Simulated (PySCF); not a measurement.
**Ag (silver, neutral) across methods**

[Kr] 4d10 5d1, 2D determinant (an excited configuration). All numbers are calculated (PySCF 2.14, scalar relativity through the core potential, in aug-cc-pVTZ-PP with one added diffuse shell each of s, p, d, f, g type with ECP28MDF (7s7p6d4f3g, 113 functions)).

| method | E (hartree) | mean ε 4d α (eV) | mean ε 4d β (eV) | mean ε 5d α (eV) | Σ⟨r²⟩ (bohr²) | ⟨S²⟩ |
| --- | --- | --- | --- | --- | --- | --- |
| revPBE | -146.7588 | -12.012 | -12.007 | -0.962 | 116.1 | 0.750 |
| wB97M-V | -146.6213 | -16.278 | -16.274 | -1.034 | 108.8 | 0.750 |
| PBEsol | -146.5045 | -12.126 | -12.121 | -0.857 | 116.4 | 0.750 |
| LDA | -146.4104 | -12.381 | -12.376 | -0.810 | 115.4 | 0.750 |
| r2SCAN | -146.7325 | -12.232 | -12.228 | -0.804 | 115.0 | 0.750 |
| PBE | -146.7019 | -12.094 | -12.088 | -0.918 | 115.5 | 0.750 |
| PBE0 | -146.6913 | -13.938 | -13.932 | -1.081 | 116.2 | 0.750 |

Problem. Estimate the same row for UHF.

Solution. E (hartree) = -145.87247; mean ε 4d α (eV) = -18.614; mean ε 4d β (eV) = -18.605; mean ε 5d α (eV) = -1.383; Σ⟨r²⟩ (bohr²) = 118.1; ⟨S²⟩ = 0.750.

Energies and moments cover only the electrons outside the core potential. The outer electron is Rydberg-like, and this basis confines it to a smaller radius and binds it less than a complete one would.
